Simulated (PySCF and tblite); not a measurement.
The numbers below are computed, except where a source is named.
System: C4H2FN3, numbered as in [N:1]#[C:2][c:3]1[cH:4][n:5][nH:6][c:7]1[F:8].

Motion: shift of H on N6 from N6 to N5. GFN2-xTB gives an electronic barrier of 45.9 kcal/mol and a reaction energy of -1.1 kcal/mol.

Tunnelling of the moving H, left out here, will speed the real process. In real samples such hydrogens mostly exchange between molecules or through solvent, far faster than by this path.

revPBE/pcSseg-1 + D3(BJ), IEF-PCM dimethylsulfoxide on PBE0-D3(BJ)/def2-SVP geometries gives 49.2 kcal/mol and k(298 K) = 1.3×10⁻²⁰ s⁻¹.

Question: What does PBE0/def2-SVP + D3(BJ) give on PBE0-D3(BJ)/def2-SVP geometries?

Answer: A barrier of 52.0 kcal/mol, 2.8 above the first DFT barrier (from unrounded values), a reaction energy of -3.3 kcal/mol and, with GFN2-xTB thermal terms, ΔG‡(298 K) = 47.8 kcal/mol and k = 1.1×10⁻²² s⁻¹ (2 equivalent paths).

Programs: tblite and PySCF.
